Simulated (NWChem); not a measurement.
System meant: SnH3Br; SMILES [SnH3][Br]

Input file for NWChem:

```
start job
memory heap 200 mb stack 900 mb global 1100 mb
geometry units angstroms noautoz
  Sn     0.000000     0.000000    -0.967363
  Br     0.000000     0.000000     1.533940
  H      1.623532     0.224748    -1.453546
  H     -1.006404     1.293646    -1.453546
  H     -0.617129    -1.518394    -1.453546
end
basis spherical
  * library def2-svp
end
ecp
  Sn library def2-ecp
end
dft
  odft
  mult 2
  xc b3lyp
  iterations 150
  mulliken
end
task dft energy
```

End of the output:

```
 Summary of "ao basis" -> "" (spherical)
 ------------------------------------------------------------------------------
       Tag                 Description            Shells   Functions and Types
 ---------------- ------------------------------  ------  ---------------------
 *                          def2-svp                  on all atoms

                                 NWChem DFT Module
                                 -----------------

 Summary of "ao basis" -> "ao basis" (spherical)
 ------------------------------------------------------------------------------
       Tag                 Description            Shells   Functions and Types
 ---------------- ------------------------------  ------  ---------------------
 Sn                         def2-svp                10       26   4s4p2d
 Br                         def2-svp                12       32   5s4p3d
 H                          def2-svp                 3        5   2s1p

 Summary of "ao basis" -> "ao basis" (spherical)
 ------------------------------------------------------------------------------
       Tag                 Description            Shells   Functions and Types
 ---------------- ------------------------------  ------  ---------------------
 Sn                         def2-svp                10       26   4s4p2d
 Br                         def2-svp                12       32   5s4p3d
 H                          def2-svp                 3        5   2s1p

      Symmetry analysis of basis
      --------------------------

        a1         26
        a2          1
        e          46

  Rotation of axis
  number of electrons :                   60
  multiplicity        :                    2
 ------------------------------------------------------------------------
  no. of electrons and multiplicity not compatible                  60
 ------------------------------------------------------------------------
 ------------------------------------------------------------------------
  current input line :
    23: task dft energy
 ------------------------------------------------------------------------
 ------------------------------------------------------------------------
 There is an error in the input file
 ------------------------------------------------------------------------
 For more information see the NWChem manual at https://nwchemgit.github.io

0: no. of electrons and multiplicity not compatible:Received an Error in Communication
```

### Question
What is wrong, and how is it mended?

### Answer
The input was rejected before any calculation. Cause: the multiplicity doesn't fit the number of electrons (an even count wants an odd multiplicity, and the reverse). This input runs:
```
start job
memory heap 200 mb stack 900 mb global 1100 mb
geometry units angstroms noautoz
  Sn     0.000000     0.000000    -0.967363
  Br     0.000000     0.000000     1.533940
  H      1.623532     0.224748    -1.453546
  H     -1.006404     1.293646    -1.453546
  H     -0.617129    -1.518394    -1.453546
end
basis spherical
  Sn library def2-svp
  Br library def2-svp
  H library def2-svp
end
ecp
  Sn library def2-ecp
end
dft
  xc b3lyp
  iterations 150
  mulliken
end
task dft energy
```
It converges to -2790.05984 Ha (B3LYP/def2-SVP with def2 effective core potentials on Sn).
